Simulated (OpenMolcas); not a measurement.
**4d2 ions of rising charge with 6 fluoride ligands in octahedral coordination**

```yaml
Program: OpenMolcas
Method: CASSCF
Spin-orbit_coupling: state interaction with AMFI integrals over the reference wave functions
```

The d shell is active. Anionic complexes are neutralised by point charges behind the ligands. Distances were set from a Shannon-type radius of the metal (high-spin where two are listed) plus a fixed donor radius (F 1.31 Å). Ligand basis ANO-RCC-VDZP, DKH2 Hamiltonian. States (labels of O, the rotations of Oh). Energies in cm-1 above the lowest state or level, χT in cm3 K/mol; under a threefold ground state the first gap can be a small split of the lowest multiplet, not the spin-orbit step; 10Dq and B are least-squares fits to the states below 45000 cm-1, weighted by degeneracy, with a free offset, and given where the rms deviation is under 5 % of |10Dq| (or 100 cm-1) and under 700 cm-1. Spin-only χT is S(S+1) / 2 for the spin of the ground state.

| Ion | Shell | R (Å) | Metal basis | Outer charge (e at Å behind ligand) | Ground state | First state of that spin | 10Dq | B (rms of fit) | First gap with spin-orbit (degeneracies) | χT at 300 K | First state of another spin | Spin-only χT |
| --- | --- | --- | --- | --- | --- | --- | --- | --- | --- | --- | --- | --- |
| Nb3+ | 4d2 | 2.03 | ANO-RCC-VTZP | 0.5 at 3.2 | 3T1 | 3T2 25564 | 26026 | 669 (480) | 20.8 (2, 3) | 0.466 | 1E 10161 | 1.000 |
| Mo4+ | 4d2 | 1.96 | ANO-RCC-VDZP | 0.33 at 2.4 | 3T1 | 3T2 28553 | 29839 | 742 (160) | 30.4 (2, 3) | 0.380 | 1T2 10540 | 1.000 |
| Tc5+ | 4d2 | 1.91 | ANO-RCC-VDZP | 0.17 at 2.4 | 3T1 | 3T2 31851 | 32803 | 765 (396) | 31.1 (2, 3) | 0.355 | 1T2 10144 | 1.000 |

The rows also differ in their metal basis and outer charges, so part of each step comes from that.

|10Dq| changes by factors of 29839 / 26026 = 1.15 from Nb3+ to Mo4+, 32803 / 29839 = 1.10 from Mo4+ to Tc5+.

B goes from 669 cm-1 (Nb3+) to 765 cm-1 (Tc5+). In real complexes covalency offsets the rise of B with charge, which this model largely misses.

χT departs most from the spin-only value for Tc5+, by -0.645 cm3 K/mol.

An orbital triplet at a regular site is open to Jahn-Teller coupling, which can distort the site and quench the lowest spin-orbit gaps and is left out. Without dynamic correlation the repulsion within the d shell is too large (B by tens of per cent), so at a given field states of lower spin stand too high. With metal d orbitals alone the field can be off either way by tens of per cent. Ligand-to-metal charge-transfer states are missing. With no ligand orbital active B as a rule stays too high, so bands that hang on it stand too high and its fall with covalency is understated. The least metal-like active orbital is 83 % on the metal (Löwdin) and no ligand orbital is active, so the numbers are rough (holds for Nb3+). The least metal-like active orbital is 78 % on the metal (Löwdin) and no ligand orbital is active, so the numbers are rough (holds for Mo4+). The least metal-like active orbital is 70 % on the metal (Löwdin) and no ligand orbital is active, so the numbers are rough (holds for Tc5+). No measured value stands beside these numbers; the geometry was imposed, not optimised, and the real ion may take another.
